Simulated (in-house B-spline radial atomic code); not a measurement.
# Ionising Se⁴⁺ with different functionals

Computed with a radial B-spline atomic code at the basis-set limit: non-relativistic Hamiltonian, point nucleus, spin-polarised at highest spin, spherical fractional occupations for the functionals, the average over the highest-spin determinants for Hartree-Fock. The ionisation energy is the difference of two self-consistent energies, [Ar] 3d10 4s2 → [Ar] 3d10 4s1, without Breit or QED terms; ε is the level of the shell that loses the electron (its least bound occupied spin orbital). There is no spin-orbit coupling in this Hamiltonian.

```tsv
method	rung	ΔSCF (eV)	-ε(4s) (eV)
Hartree-Fock	Hartree-Fock	64.63	64.85
HF fractional	Hartree-Fock	64.63	64.85
LDA VWN5	LDA	67.53	61.25
LDA PW92	LDA	67.53	61.25
LDA exchange-only	LDA	65.82	59.76
PBE	GGA	67.09	60.79
PBEsol	GGA	66.94	60.81
BLYP	GGA	67.33	60.92
RPBE	GGA	66.87	60.56
PW91	GGA	67.21	60.93
BP86	GGA	67.17	61.02
AM05	GGA	66.87	60.77
OLYP	GGA	66.63	60.33
TPSS	meta-GGA	66.66	60.68
SCAN	meta-GGA	66.64	61.23
r2SCAN	meta-GGA	66.51	61.07
M06-L	meta-GGA	66.65	60.73
revTPSS	meta-GGA	66.53	60.65
PBE0	global hybrid	66.68	62.05
B3LYP	global hybrid	67.20	62.10
TPSSh	global hybrid	66.54	61.20
M06-2X	global hybrid	66.79	62.50
BHandHLYP	global hybrid	66.61	63.41
r2SCAN0	global hybrid	66.32	62.29
B97-1	global hybrid	67.02	61.76
HSE06	range-separated hybrid	66.75	61.80
wB97X	range-separated hybrid	66.70	64.93
CAM-B3LYP	range-separated hybrid	67.18	63.89
LC-wPBE	range-separated hybrid	66.82	65.31
```

Q: Among the functionals, which spreads more, the ΔSCF values or the orbital energies?

A: The orbital energies: ΔSCF values span about 1.71 eV and the orbital energies 5.55 eV.

Q: How do they compare with the NIST value?

A: NIST lists 68.3 eV ± 0.1 (semi-empirical, ground level to ground level). Errors run from -3.67 to -0.77 eV; LDA PW92 is closest (-0.77 eV), though others lie within the uncertainty of it, and part of that can be cancellation, since the calculations leave out relativity, Breit-QED terms. Hartree-Fock also lacks correlation.
